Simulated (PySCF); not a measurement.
A structure optimised at B3LYP-D3(BJ)/def2-SVP, used in a PySCF frequency run:

```xyz
10

Si     0.5490    -0.7226     0.0000
Cl     1.1879     0.3220     1.6956
Cl     1.1879     0.3220    -1.6956
Si    -1.7941    -0.5497     0.0000
N     -2.2250     1.1351     0.0000
H      1.2557    -2.0313     0.0000
H     -2.3386    -1.1967    -1.2267
H     -2.3386    -1.1967     1.2267
H     -1.9814     1.6718     0.8298
H     -1.9814     1.6718    -0.8298
```

Write its SMILES, formula and point group.

N[SiH2][SiH](Cl)Cl, Cl₂H₅NSi₂, Cs

What are its rotational constants (standard atomic weights)?

1.8761, 1.4472, 1.0181 GHz
